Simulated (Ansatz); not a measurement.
Molecule: C2O2Ru (charge 0, triplet). The spin state was set by rule; other spins were not relaxed. 
Structure (B3LYP-D3(BJ)/def2-TZVP (Ansatz, a program for electronic structure) minimum search):
SMILES: [O+]#[C-]->[Ru]<-[C-]#[O+]
```xyz
5

Ru    -0.0949    -0.4481    -0.4572
O      0.0075     2.5676    -0.5587
C     -0.0510     1.4221    -0.6364
O      0.3984    -0.6509     2.5144
C      0.2057    -0.6916     1.3818
```
Charge 0, spin multiplicity 3.

Dipole moments at this geometry, in debye (magnitudes).

| level | program | dipole (D) |
|---|---|---|
| SVWN5/def2-TZVPD | Ansatz | 3.18 |
| BLYP/def2-TZVPD | Ansatz | 3.21 |
| revPBE/def2-TZVPD | Ansatz | 3.22 |
| r2SCAN/def2-TZVPD | Ansatz | 3.46 |
| B97M-V/def2-TZVPD | Ansatz | (withheld) |
| PBE0/def2-TZVPD | Ansatz | 3.38 |
| BHLYP/def2-TZVPD | Ansatz | 3.50 |
| r2SCANh/def2-TZVPD | Ansatz | 3.49 |
| r2SCAN0/def2-TZVPD | Ansatz | 3.53 |
| HSE06/def2-TZVPD | Ansatz | 3.38 |
| CAM-B3LYP/def2-TZVPD | Ansatz | 3.41 |
| wB97X-V/def2-TZVPD | Ansatz | 3.41 |
| CCSD(T)/def2-SVPD | Ansatz | (withheld) |

Task: Fill in the missing entries.

Result: 
- B97M-V/def2-TZVPD, dipole (D): 3.40
- CCSD(T)/def2-SVPD, dipole (D): 3.39
